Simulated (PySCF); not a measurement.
**Broadened absorption spectrum of C4HF3O**

C₄HF₃O.
SMILES: `O=C=CC(F)=C(F)F`

The calculation used PySCF 2.14.0, density-fitted response routines, TDDFT CAM-B3LYP/def2-SVPD, vertical, gas phase, core orbitals frozen in the response. Isolated species at its GFN2-xTB geometry (one conformer only). Torsions of this conformer, `[O:1]=[C:2]=[CH:3][C:4]([F:5])=[C:6]([F:7])[F:8]`: C2–C3–C4–F5 0°.

Computed states:

```json
{"state": "S1", "E (eV)": "3.30", "f": "0.0001"}
{"state": "S2", "E (eV)": "5.74", "f": "0.0002"}
{"state": "S3", "E (eV)": "6.34", "f": "0.693"}
{"state": "S4", "E (eV)": "6.35", "f": "0.0063"}
{"state": "S5", "E (eV)": "6.63", "f": "0.0000"}
{"state": "S6", "E (eV)": "6.71", "f": "0.0096"}
{"state": "S7", "E (eV)": "7.45", "f": "0.0019"}
{"state": "S8", "E (eV)": "7.95", "f": "0.0084"}
```

Each state is given a Gaussian of 0.25 eV full width at half maximum, with ε(max) = 2.175×10⁸ f / Δν̃ (Δν̃ the width in cm⁻¹). The width is an assumption, not a result. The curve ends short of the highest state used, and states not computed would add to its high-energy end.

Problem. Give the broadened spectrum and its maxima.

Solution. 
| E (eV) | ε (L mol⁻¹ cm⁻¹) |
| --- | --- |
| 2.93 | 0 |
| 3.01 | 0 |
| 3.09 | 1 |
| 3.17 | 4 |
| 3.25 | 8 |
| 3.33 | 8 |
| 3.41 | 5 |
| 3.49 | 2 |
| 3.57 | 0 |
| 3.65 | 0 |
| 3.73 | 0 |
| 3.81 | 0 |
| 3.89 | 0 |
| 3.97 | 0 |
| 4.05 | 0 |
| 4.14 | 0 |
| 4.22 | 0 |
| 4.30 | 0 |
| 4.38 | 0 |
| 4.46 | 0 |
| 4.54 | 0 |
| 4.62 | 0 |
| 4.70 | 0 |
| 4.78 | 0 |
| 4.86 | 0 |
| 4.94 | 0 |
| 5.02 | 0 |
| 5.10 | 0 |
| 5.18 | 0 |
| 5.26 | 0 |
| 5.34 | 0 |
| 5.42 | 0 |
| 5.50 | 2 |
| 5.58 | 8 |
| 5.66 | 18 |
| 5.74 | 25 |
| 5.82 | 20 |
| 5.90 | 25 |
| 5.98 | 275 |
| 6.06 | 2571 |
| 6.14 | 13722 |
| 6.22 | 41520 |
| 6.30 | 71204 |
| 6.38 | 69218 |
| 6.47 | 34085 |
| 6.55 | 10221 |
| 6.63 | 2409 |
| 6.71 | 1194 |
| 6.79 | 799 |
| 6.87 | 341 |
| 6.95 | 83 |
| 7.03 | 12 |
| 7.11 | 2 |
| 7.19 | 11 |
| 7.27 | 50 |
| 7.35 | 132 |

Maxima: 375 nm (3.30 eV), ε about 8.6, made up of S1 (100%); 216 nm (5.74 eV), ε about 25, made up of S2 (100%); 196 nm (6.33 eV), ε about 75000, made up of S3 (99%) (ε in L mol⁻¹ cm⁻¹; maxima over ε = 5, shares over 10%). At its high-energy end, 7.35 eV, the curve is still rising (ε about 130, from S7).

Problem. Does any computed singlet lie in the visible range?

Solution. No computed singlet lies in the visible range (380 to 750 nm); the lowest, at 375 nm, stands 0.04 eV above its violet end (3.26 eV); a Tamm–Dancoff triplet lies at 415 nm, without intensity as long as spin–orbit coupling is left out.

Problem. Coming from long wavelengths, where does ε first pass 100 L mol⁻¹ cm⁻¹?

Solution. At about 208 nm (5.95 eV), 2.64 eV above S1.

Problem. What would ε be at 6.33 eV, the highest of these maxima, with half the width (0.125 eV)?

Solution. About 150000 L mol⁻¹ cm⁻¹ against 75400, a factor of about 1.99; a lone state at its own centre would give exactly 2.
